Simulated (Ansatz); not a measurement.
`FCO[SiH2][SeH]`, relaxed with RKS PBE0-D4/def2-TZVP in Ansatz 0.2.0 from a PBE-D4/def2-SVP geometry. The force threshold is 0.005 eV/Å; the program also tests the step.

Charge 0, multiplicity 1.

Start:

```xyz
10

F     0.530    2.133   -0.446
C     0.291    1.391    0.698
O    -0.735    0.483    0.492
Si   -0.715   -0.722   -0.701
Se    1.228   -1.945   -0.683
H    -0.027    2.084    1.509
H     1.246    0.875    0.964
H    -1.906   -1.560   -0.362
H    -0.797   -0.162   -2.089
H     0.884   -2.577    0.618
```

| step | energy (eV) | largest force (eV/Å) | largest move (Å) |
| --- | --- | --- | --- |
| 1 | -79097.1333 | 0.901 | 0.000 |
| 2 | -79097.1812 | 0.585 | 0.031 |
| 3 | -79097.1900 | 0.134 | 0.024 |
| 4 | -79097.1911 | 0.066 | 0.024 |
| 5 | -79097.1914 | 0.053 | 0.037 |
| 6 | -79097.1919 | 0.019 | 0.019 |
| 7 | -79097.1920 | 0.015 | 0.004 |
| 8 | -79097.1922 | 0.012 | 0.014 |
| 9 | -79097.1922 | 0.015 | 0.008 |
| 10 | -79097.1922 | 0.012 | 0.006 |
| 11 | -79097.1922 | 0.005 | 0.007 |

End:

```xyz
10

F     0.503    2.156   -0.425
C     0.289    1.380    0.691
O    -0.722    0.479    0.459
Si   -0.707   -0.712   -0.687
Se    1.212   -1.930   -0.655
H    -0.019    2.042    1.503
H     1.235    0.874    0.915
H    -1.880   -1.545   -0.355
H    -0.775   -0.162   -2.059
H     0.863   -2.582    0.614
```

Hardware: 4 threads of an Intel Xeon on a shared host. Wall time 40 s, peak host memory 0.68 GiB.
